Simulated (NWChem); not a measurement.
System: CH4GeS, singlet; SMILES [SH][Ge][CH3]

Input file for NWChem:

```
start job
memory heap 200 mb stack 900 mb global 1100 mb
geometry units angstroms noautosym
  Ge    -0.491301    -0.514960     0.008924
  C      1.366534    -1.309895    -0.008922
  H      1.761989    -1.268342     1.068744
  H      2.085438    -0.728264    -0.682043
  H      1.305065    -2.392701    -0.336206
  S      0.234831     1.632884    -0.015035
  H     -0.987317     2.208357     0.048467
end
basis spherical
  * library 6-31g*
end
dft
  xc b3lyp
  grid fine
  iterations 150
end
driver
  maxiter 120
  tight
end
task dft optimize
task dft freq
```

Low-valent species are run as closed-shell singlets; no triplet was tried in these runs.

The level has its own optimisation; frequencies are unscaled.

Give the results of this calculation. (B3LYP/6-31G* (spherical d).) Quantities: r C–Ge (Å); r Ge–S (Å); r H–S (Å); highest harmonic frequency (cm⁻¹); lowest (cm⁻¹); zero-point energy (kcal/mol); dipole (D).


| Item | Value |
|---|---|
| r C–Ge (Å) | 2.020 |
| r Ge–S (Å) | 2.265 |
| r H–S (Å) | 1.352 |
| highest harmonic frequency (cm⁻¹) | 3146 |
| lowest (cm⁻¹) | 32 |
| zero-point energy (kcal/mol) | 28.4 |
| dipole (D) | 1.04 |
